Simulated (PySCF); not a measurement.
Method: delta-SCF UKS SCAN, pcX-2 on the ionised atom, pcseg-1 elsewhere, spin-free X2C in PySCF. Geometries: GFN2-xTB; isolated species, one conformer each. Values against the vacuum level.

Question: Rank by computed C 1s binding energy, lowest first.
A. C1 in `[CH3:1][SiH2:2]/[N:3]=[CH:4]\[C:5]#[N:6]`
B. C2 in `[N:1]#[C:2][SiH:3]1[CH2:4][NH:5][CH2:6]1`
C. C2 in `[CH3:1]/[CH:2]=[N:3]/[SiH2:4][C:5]#[N:6]`
D. C2 in `[SiH3:1][c:2]1[cH:3][n:4][nH:5][cH:6]1`

Answer: D (289.86 eV), A (290.35 eV), B (291.69 eV), C (292.62 eV).

The highest is bonded to N (double bond), C and H, the lowest to 2 C (aromatic in the SMILES) and Si; the range is 2.76 eV.

Question: Order these sites by rising N 1s binding energy.
A. N3 in `[CH3:1]/[CH:2]=[N:3]/[SiH2:4][C:5]#[N:6]`
B. N5 in `[SiH3:1][c:2]1[cH:3][n:4][nH:5][cH:6]1`
C. N4 in `[SiH3:1][c:2]1[cH:3][nH:4][cH:5][n:6]1`
D. N5 in `[N:1]#[C:2][SiH:3]1[CH2:4][NH:5][CH2:6]1`

Answer: A (404.47 eV), D (405.00 eV), C (406.75 eV), B (407.05 eV).

The highest is bonded to N (aromatic in the SMILES), C (aromatic in the SMILES) and H, the lowest to C (double bond) and Si; the range is 2.58 eV.

Question: Rank by computed Si 1s binding energy, lowest first.
A. Silicon in `C/C=N/[SiH2]C#N`
B. Silicon in `C[SiH2]/N=C\C#N`
C. Silicon in `[SiH3]c1cn[nH]c1`
D. Silicon in `[SiH3]c1c[nH]cn1`

Answer: D (1846.13 eV), C (1846.39 eV), B (1846.90 eV), A (1847.71 eV).

The highest is bonded to N, C and 2 H, the lowest to C and 3 H; the range is 1.58 eV.

1 of these hole states is spin-contaminated (⟨S²⟩ 0.85, against 0.75; counted from 0.85) and less certain.
